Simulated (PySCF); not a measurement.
F3La, singlet, geometry from GFN2-xTB (such geometries of metal compounds can be far from the true shape) (core potentials on La); PySCF with PW6B95/def2-SV(P).

The PySCF input:
```python
from pyscf import gto, scf, dft

mol = gto.Mole()
mol.atom = '''
    La    0.03101627   -0.05651823   -0.13480663
    F    -1.70864996   -0.89419144    0.33144867
    F    -0.05107305    1.90142145   -0.45924858
    F     1.56328666   -0.64928125    0.98157523
'''
mol.basis = 'def2-sv(p)'
mol.ecp = {'La': 'def2-sv(p)'}
mol.verbose = 3
mol.build()

mf = dft.RKS(mol)
mf.xc = 'pw6b95'
mf.kernel()
mf.analyze()
```

**Question.** Predict the main parts of the log of this PySCF run.

**Answer.** 
```
converged SCF energy = -331.349470671393
**** MO energy ****
MO #1   energy= -24.8073302294282  occ= 2
MO #2   energy= -24.8073249872829  occ= 2
MO #3   energy= -24.8072817447545  occ= 2
MO #4   energy= -1.53617061695212  occ= 2
MO #5   energy= -1.16170912680362  occ= 2
MO #6   energy= -1.16170877495781  occ= 2
MO #7   energy= -1.10796273426698  occ= 2
MO #8   energy= -0.860775078569414 occ= 2
MO #9   energy= -0.818587424682802 occ= 2
MO #10  energy= -0.818586785716745 occ= 2
MO #11  energy= -0.42735217150739  occ= 2
MO #12  energy= -0.427338190397481 occ= 2
MO #13  energy= -0.411389175860372 occ= 2
MO #14  energy= -0.41138090847197  occ= 2
MO #15  energy= -0.411379753364343 occ= 2
MO #16  energy= -0.391509993841119 occ= 2
MO #17  energy= -0.378941945815149 occ= 2
MO #18  energy= -0.355848259254653 occ= 2
MO #19  energy= -0.355845072974341 occ= 2
MO #20  energy= -0.069932359828023 occ= 0
MO #21  energy= 0.00397474694617799 occ= 0
MO #22  energy= 0.00397595176285191 occ= 0
MO #23  energy= 0.00732975050172021 occ= 0
MO #24  energy= 0.0203750373401165 occ= 0
MO #25  energy= 0.0369323416408015 occ= 0
MO #26  energy= 0.0369334260129503 occ= 0
MO #27  energy= 0.101279667441739  occ= 0

WARN: Weak orthogonality for localized orbitals 1.0624483629633546e-09

Dipole moment(X, Y, Z, Debye):  0.75734, -1.38009, -3.29175
```
